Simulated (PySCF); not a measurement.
`Cl[C](Cl)(Cl)[GeH2][GeH3]`, CH$_{5}$Cl$_{3}$Ge$_{2}$

Geometry (Å), atoms numbered from 1 in this order:
```xyz
11

Cl   -0.8057   -2.0318   -0.5687
C    -1.5417   -0.5202   -0.0221
Cl   -3.0791   -0.2880   -0.8397
Cl   -1.8081   -0.6168    1.7207
Ge   -0.2442    0.9512   -0.3747
Ge    1.8219   -0.0470    0.2736
H    -0.4265    1.2541   -1.8409
H    -0.8037    2.1334    0.3732
H     1.6385   -0.9423    1.4526
H     2.8603    0.9670    0.6446
H     2.3938   -0.8569   -0.8444
```

Theory: GIAO PBE/pcSseg-1 magnetisability, rotational g tensor and spin-rotation constants, non-relativistic, gas phase in PySCF. Geometry: GFN2-xTB.

The calculation is non-relativistic, which matters for the atoms heavier than Zn.

Problem. How diamagnetic is it, and how anisotropic?

Solution. Isotropic -1864 × 10⁻³⁰ J/T², or -112.2 × 10⁻⁶ cm³/mol; principal values -1891, -1888, -1812 × 10⁻³⁰ J/T², anisotropy 78 × 10⁻³⁰ J/T² (root of half the summed squared differences of the principal values). The susceptibility is in cgs units.

Problem. Split it along the inertial axes a, b, c into diamagnetic and paramagnetic parts about the centre of mass, with the quadrupole moment.

Solution. 
```
axis  χ (10⁻⁶ cm³/mol)  diamagnetic (10⁻⁶ cm³/mol)  paramagnetic (10⁻⁶ cm³/mol)  summed x² of all electrons (Å²)  quadrupole Θ (D Å)
   a            -111.8                      -931.2                        819.4                            375.1               -1.37
   b            -111.1                     -1986.3                       1875.2                            126.4               +1.49
   c            -113.8                     -2127.9                       2014.0                             93.1               -0.11
```
Anisotropies 2χaa − χbb − χcc = +1.3 and 2χbb − χaa − χcc = +3.6 × 10⁻⁶ cm³/mol. Θ is traceless in Buckingham's convention.

Problem. And the rotational g tensor?

Solution. 
```tsv
axis	rotational constant (GHz)	g	nuclear part	electronic part
a	1.3474	-0.0206	0.4981	-0.5187
b	0.5604	-0.0092	0.4845	-0.4937
c	0.5174	-0.0076	0.4820	-0.4896
```
Asymmetric top; isotopes 12C, 35Cl, 74Ge, 1H; no vibrational averaging.
